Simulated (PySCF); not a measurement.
**Molecular orbitals of BeHg⁺**

BP86 at R = 2.434 Å; PySCF, scalar-relativistic core potentials, basis sets Be def2-SVPD, Hg def2-SVPD with ECP60. State: ²Σ⁺ (doublet), unpaired electrons σ ↑. Only the outer orbitals are listed, counted within each symmetry, core potentials removing the inner ones.

```csv
spin,orbital,occ.,ε (eV),on Be (%),main shells (%)
α,4σ,1,-17.59,6,90 Hg d
α,2π,1,-17.12,1,100 Hg d
α,2π,1,-17.12,1,100 Hg d
α,1δ,1,-16.82,0,100 Hg d
α,1δ,1,-16.82,0,100 Hg d
α,5σ,1,-14.43,26,"64 Hg s, 23 Be s"
α,6σ,1,-11.47,75,"64 Be s, 22 Hg s, 10 Be p"
α,3π,0,-8.81,86,"86 Be p, 13 Hg p"
α,3π,0,-8.81,86,"86 Be p, 13 Hg p"
α,7σ,0,-8.51,57,"58 Be p, 29 Hg p, 12 Hg s"
β,4σ,1,-17.49,6,91 Hg d
β,2π,1,-17.05,0,100 Hg d
β,2π,1,-17.05,0,100 Hg d
β,1δ,1,-16.77,0,100 Hg d
β,1δ,1,-16.77,0,100 Hg d
β,5σ,1,-14.23,20,"70 Hg s, 15 Be s"
β,6σ,0,-10.03,62,"64 Be s, 25 Hg s, 12 Hg p"
β,3π,0,-7.82,69,"69 Be p, 29 Hg p"
β,3π,0,-7.82,69,"69 Be p, 29 Hg p"
```

Question: Which are the highest filled and the lowest empty level, where do they sit, and how wide is the gap?

Answer: Highest filled α 6σ at -11.47 eV (in %: 64 Be s, 22 Hg s, 10 Be p); lowest empty β 6σ at -10.03 eV (in %: 64 Be s, 25 Hg s, 12 Hg p); the gap at BP86 is 1.44 eV.

```
bond order (Mayer)                                                                                                 : 0.74
⟨S²⟩                                                                                                               : 0.752
charge on Be (Mulliken, basis-dependent)                                                                           : 0.65
charge on Be (Löwdin, basis-dependent)                                                                             : 0.48
dipole moment (positive dipole points towards Hg; it is taken about the centre of mass and depends on that origin) : -5.18 D
```

Spin–orbit coupling is left out. The state is the lowest determinant that a PBE0 search found; another state may lie lower at other levels.
